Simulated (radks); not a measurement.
Task: Valence configurations of Mn I (all share [Ar]). Method: Dirac Kohn-Sham, LDA (Slater exchange, Perdew-Wang correlation), spin-unpolarised, spherical densities, point nucleus; open shells are shared between the two j in proportion to 2j + 1; computed with a radial shooting solver on a logarithmic mesh with Libxc functionals. Order these by energy: 3d5 4s1 4p1; 3d5 4p2; 3d7; 3d6 4p1; 3d6.5 4p0.5; 3d4.5 4s2 4p0.5; 3d5.5 4s1.5; 3d4 4s2 4p1; 3d6 4s1; 3d5 4s2.

Result: From the lowest, in eV above it: 3d5.5 4s1.5 0.000; 3d6 4s1 0.104; 3d5 4s2 0.509; 3d7 1.596; 3d6.5 4p0.5 2.256; 3d6 4p1 3.519; 3d4.5 4s2 4p0.5 3.850; 3d5 4s1 4p1 4.432; 3d4 4s2 4p1 8.437; 3d5 4p2 8.586. NIST lists [Ar] 3d5 4s2 as the ground configuration; this level of theory puts 3d5.5 4s1.5 lower, by 0.509 eV. The energies are those of spherical spin-averaged densities, not of single terms.
